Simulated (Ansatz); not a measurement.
Stepwise reaction of `[OH][Zr]([F])([F])[Cl]` with hydrogen chloride, as a gas-phase model of exchange steps in deposition or etching. ΔE in kJ/mol; ΔG adds harmonic PBE0-D4 terms to CCSD(T)/CBS, at 1 bar.

Calculated with Ansatz (gas phase, PBE0-D4/def2-TZVP geometries, no zero-point term in ΔE). CCSD(T)/CBS adds triple-zeta CCSD(T) − MP2 to the extrapolated MP2 energy (def2 sets, frozen cores). This one scheme is used for every species. DFT in def2-TZVPP. B3LYP here is the variant with VWN-RPA as its local correlation; programs differ in this. Elements past krypton have def2 core potentials. For Zr outer-core shells are correlated without core-valence functions, which leaves a few kJ/mol of doubt a bond. One conformer a species, not always the lowest.

| step | reaction | PBE-D4 | B3LYP-D4 | ωB97M-V | CCSD(T)/CBS | ΔG(400 K) |
| --- | --- | --- | --- | --- | --- | --- |
| 2 | `[OH][Zr]([F])([Cl])[Cl]` + HCl → `[OH][Zr]([Cl])([Cl])[Cl]` + H–F | 19.1 | 18.9 | 20.7 | 9.9 | 19.7 |

**Question.** Give the row of step 1, `[OH][Zr]([F])([F])[Cl]` + HCl → `[OH][Zr]([F])([Cl])[Cl]` + H–F. (Best estimate.)

**Answer.** Computed: 
```csv
step,reaction,PBE-D4,B3LYP-D4,ωB97M-V,CCSD(T)/CBS,ΔG(400 K)
1,`[OH][Zr]([F])([F])[Cl]` + HCl → `[OH][Zr]([F])([Cl])[Cl]` + H–F,19.2,19.2,20.3,10.9,17.1
```

**Question.** By hand: ΔE of the 2 steps together at CCSD(T)/CBS.

**Answer.** (10.9) + (9.9) = 20.8 kJ/mol, or 10.4 kJ/mol a step.

In ΔE the steps differ by no more than 1.0 kJ/mol. All are uphill at CCSD(T)/CBS. ΔG lies between 17.1 and 19.7 kJ/mol a step. PBE-D4 differs from CCSD(T)/CBS by 8.3 to 9.2 kJ/mol a step. Only this route is followed, and other bonds may react first. Isolated molecules leave out the surface, adducts and barriers. Largest T1 diagnostic: 0.017.
